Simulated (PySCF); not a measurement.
C3H8F2Si2, SMILES C[SiH2]/C=C/[SiH](F)F at its GFN2-xTB optimised geometry (Å):

```
15

Si    -2.1556     0.2473     0.0000
F     -2.7099     1.7513     0.0000
F     -2.6937    -0.3059    -1.4032
C     -0.2859     0.2473     0.0000
C      0.4775    -0.3916    -0.8882
Si     2.3646    -0.3655    -0.9255
C      2.9208     0.4181    -2.5630
H     -2.8613    -0.4627     1.0414
H      0.2076     0.8129     0.7822
H     -0.0215    -0.9600    -1.6654
H      2.8465    -1.7513    -0.8369
H      2.8613     0.4132     0.2157
H      2.5642     1.4404    -2.6550
H      4.0041     0.4385    -2.6383
H      2.5428    -0.1392    -3.4158
```

Calculation: CAM-B3LYP/def2-TZVP in PySCF.

Map of the electron localisation function on the plane z = 0.8 Å:

```
|000000000000000000000000000|
|000000000000000000000000000|
|000000000000000000000000000|
|000000000000000000000000000|
|000000000000000000000000000|
|000000110000000000000000000|
|000013331000000000000000000|
|000135653100011000000000000|
|000256764000268500014420000|
|000146763001699920069995000|
|000013441013899930199999400|
|000001111245899920399999700|
|000147721366799800599999800|
|003899983366676300499999500|
|017999997345554100179985100|
|008999997123454100013310000|
|005999995002454200000000000|
|001799982000243100000000000|
|000146620000111000001100000|
|000000000000000000001100000|
|000000000000000000000000000|
|000000000000000000000000000|
|000000000000000000000000000|
|000000000000000000000000000|
|000000000000000000000000000|
|000000000000000000000000000|
|000000000000000000000000000|
```
Scale: ten equal steps from 0.000 (start of '0') to 1.000 (end of '9'), in the order '0123456789'; x runs from -5.00 to 5.00, y from -5.00 (bottom) to 5.00 (top).
